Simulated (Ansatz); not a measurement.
Consider the cleavage of the Si–Si bond: `[SiH3][SiH]([SiH3])[SiH3]` + `NC[SeH]` → `NC[Se][SiH3]` + trisilane.

Calculated with Ansatz (gas phase, PBE0-D4/def2-TZVP geometries, no zero-point term in ΔE). CBS: MP2 limit from def2 TZ/QZ plus the TZ coupled-cluster correction, frozen cores. Functionals use def2-TZVPP. For Se outer-core shells are correlated without core-valence functions, which leaves a few kJ/mol of doubt a bond. Scalar relativity is left out up to krypton. Each species was taken in one conformer, which may not be the lowest.

```json
{"level": "BLYP-D4", "ΔE (kJ/mol)": "-51.3"}
{"level": "BLYP", "ΔE (kJ/mol)": "-50.0"}
{"level": "r2SCANh", "ΔE (kJ/mol)": "-53.7"}
{"level": "CAM-B3LYP", "ΔE (kJ/mol)": "-55.9"}
{"level": "HF/def2-SVP", "ΔE (kJ/mol)": "-62.1"}
{"level": "CCSD(T)/def2-TZVPP", "ΔE (kJ/mol)": "-54.0"}
{"level": "HF/def2-QZVPP", "ΔE (kJ/mol)": "-62.4"}
{"level": "MP2/def2-QZVPP", "ΔE (kJ/mol)": "-62.7"}
```

(1) What does CCSD(T)/CBS give? (Best estimate.)

(2) What do rigid-rotor, harmonic-oscillator terms from PBE0-D4/def2-TZVP frequencies (298.15 K, 1 bar) make of the CCSD(T)/CBS value? (Estimate.)

Largest T1 diagnostic among the species: 0.014.

Answers

(1) Ansatz gave: -56.1 kJ/mol. The listed levels differ from it by 4.8, 6.1, 2.4, 0.2, -6.0, 2.1, -6.3, -6.6 kJ/mol.

(2) Computed: ΔZPE = +4.0 kJ/mol, ΔH = -54.4 kJ/mol, ΔS = -18 J/(mol·K), ΔG = -49.2 kJ/mol.

From PBE to PBE0 (25 % exact exchange), in def2-TZVPP and without D4, ΔE moves by −3.6 kJ/mol. Leaving LDA and LC-ωPBE aside and taking each functional with its dispersion term where it has one, the values, not all of them listed here, spread over 13.9 kJ/mol, from ωB97M-V to PBE-D4. LDA lies −3.6 kJ/mol from PBE without D4.

CCSD(T)/CBS has its own doubt, a few kJ/mol and more with outer-core shells, so smaller differences from it don't rank the levels.
